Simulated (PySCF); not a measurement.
# Exercise with solution: oscillator strength and radiative lifetime

C4H5Si, SMILES C1=C[SiH]C=C1 (connectivity only; charge and spin as stated), charge +1, multiplicity 1.

Coordinates come from a PBE0-D3(BJ)/def2-SVP optimisation. The spin state was assumed, not searched. The isomer is the one that the SMILES or the coordinates give; other isomers of the formula were not compared.

PySCF with TDA-LC-ωPBE/def2-SVPD puts the first singlet state with f over 0.02 at 6.46 eV (vertical), with the transition dipole (0.000, 0.000, -0.915) in atomic units.

Problem. Find the oscillator strength, the wavelength and the radiative lifetime that this transition would have in vacuum if emission retraced absorption.

Solution. 
|μ|² = 0.8372 au, so |μ| = 2.33 D. ΔE = 6.46/27.211 = 0.2374 hartree. f = (2/3) ΔE |μ|² = 0.133 (the program prints 0.133).
λ = 1239.84/6.46 = 192 nm; ν = 52103 cm⁻¹.
Einstein's coefficient A = 0.6670 ν² f s⁻¹ (ν in cm⁻¹) = 2.4e8 s⁻¹, so τ = 1/A = 4.2 ns. This state is S5; the lower singlets have f = 0.002, 0.000, 0.000, 0.000. The figure is the radiative limit of this one transition; relaxation, internal conversion, crossing to triplets and a medium change what is measured.
